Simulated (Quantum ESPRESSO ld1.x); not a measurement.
Input file for ld1.x (Quantum ESPRESSO 7.5):

```
 &input
    zed=47.0,
    iswitch=1,
    rel=1,
    lsd=1,
    dft='PW',
    config='[Ne] 3s2 3p1 4s0 3d0',
    verbosity='high',
    prefix='ld1',
    max_out_wfc=37,
    file_charge='ld1.rho',
 /
```

Command: `OMP_NUM_THREADS=1 ld1.x < ld1.in > ld1.out`

It prints:

```
     Program LD1 v.7.5 starts

     --------------------------- All-electron run ----------------------------

     scalar relativistic calculation

     atomic number is 47.00
     dft =PW   lsd =1 sic =0 latt =0  beta=0.20 tr2=1.0E-14
     Exchange-correlation= PW
                           (   1   4   0   0   0   0   0)
     mesh =2057 r(mesh) =  99.27089 a.u. xmin = -8.00 dx = 0.00800
     1 Ry =  13.60569312 eV, c = 137.03599908

     n l     nl                  e(Ry)          e(Ha)          e(eV)
     1 0     1S 1( 1.00)   -2003.299525492   -1001.649762746 -27256.2785773
     2 0     2S 1( 1.00)    -410.503144209    -205.251572105  -5585.1798061
     2 1     2P 1( 3.00)    -383.987582600    -191.993791300  -5224.4172119
     3 0     3S 1( 1.00)    -161.964907835     -80.982453918  -2203.6448327
     3 1     3P 1( 1.00)    -153.628822040     -76.814411020  -2090.2266075
     4 0     4S 1( 0.00)     -85.466818964     -42.733409482  -1162.8353110
     3 2     3D 1( 0.00)    -143.415042306     -71.707521153  -1951.2610548
     1 0     1S 2( 1.00)   -2003.133056718   -1001.566528359 -27254.0136542
     2 0     2S 2( 1.00)    -410.339735867    -205.169867934  -5582.9565224
     2 1     2P 2( 3.00)    -383.797398654    -191.898699327  -5221.8296275
     3 0     3S 2( 1.00)    -161.370090113     -80.685045056  -2195.5519253
     3 1     3P 2( 0.00)    -153.032231161     -76.516115580  -2082.1095751
     4 0     4S 2( 0.00)     -85.253393483     -42.626696742  -1159.9315094
     3 2     3D 2( 0.00)    -142.894907609     -71.447453805  -1944.1842618

     final scf error:  5.1E-15 reached in  14 iterations

     Etot =   -8744.658204 Ry,   -4372.329102 Ha, -118977.135991 eV
     Total magnetization:    1.00 Bohr mag.

     Ekin =    9146.701878 Ry,    4573.350939 Ha,  124447.218844 eV
     Encl =  -18918.398912 Ry,   -9459.199456 Ha, -257397.929977 eV
     Eh   =    1190.880313 Ry,     595.440157 Ha,   16202.752091 eV
     Exc  =    -163.841484 Ry,     -81.920742 Ha,   -2229.176949 eV

     normalization and overlap integrals

     s(1S/1S) =  1.000000  <r> =   0.0311  <r2> =    0.0013  r(max) =   0.0201
     s(1S/2S) = -0.011692
     s(1S/3S) = -0.005573
     s(1S/4S) = -0.003419
     s(2S/2S) =  1.000000  <r> =   0.1330  <r2> =    0.0208  r(max) =   0.1133
     s(2S/3S) = -0.003433
     s(2S/4S) = -0.001981
     s(2P/2P) =  1.000000  <r> =   0.1156  <r2> =    0.0162  r(max) =   0.0905
     s(2P/3P) = -0.002843
     s(3S/3S) =  1.000000  <r> =   0.3231  <r2> =    0.1187  r(max) =   0.3054
     s(3S/4S) = -0.001526
     s(3P/3P) =  1.000000  <r> =   0.3126  <r2> =    0.1126  r(max) =   0.2934
     s(4S/4S) =  1.000000  <r> =   0.6013  <r2> =    0.4068  r(max) =   0.6077
     s(3D/3D) =  1.000000  <r> =   0.2760  <r2> =    0.0877  r(max) =   0.2345
     s(1S/1S) =  1.000000  <r> =   0.0311  <r2> =    0.0013  r(max) =   0.0201
     s(1S/2S) = -0.011695
     s(1S/3S) = -0.005567
     s(1S/4S) = -0.003412
     s(2S/2S) =  1.000000  <r> =   0.1329  <r2> =    0.0208  r(max) =   0.1133
     s(2S/3S) = -0.003431
     s(2S/4S) = -0.001978
     s(2P/2P) =  1.000000  <r> =   0.1156  <r2> =    0.0162  r(max) =   0.0905
     s(2P/3P) = -0.002841
     s(3S/3S) =  1.000000  <r> =   0.3233  <r2> =    0.1189  r(max) =   0.3054
     s(3S/4S) = -0.001521
     s(3P/3P) =  1.000000  <r> =   0.3128  <r2> =    0.1128  r(max) =   0.2934
     s(4S/4S) =  1.000000  <r> =   0.6025  <r2> =    0.4084  r(max) =   0.6077
     s(3D/3D) =  1.000000  <r> =   0.2759  <r2> =    0.0877  r(max) =   0.2345

     ------------------------ End of All-electron run ------------------------
```

Run on one thread of a shared host, so times are rough (Intel(R) Xeon(R) Processor @ 2.60GHz): 0.59 s of CPU time, 0.62 s wall, 14 iterations on 2057 mesh points.
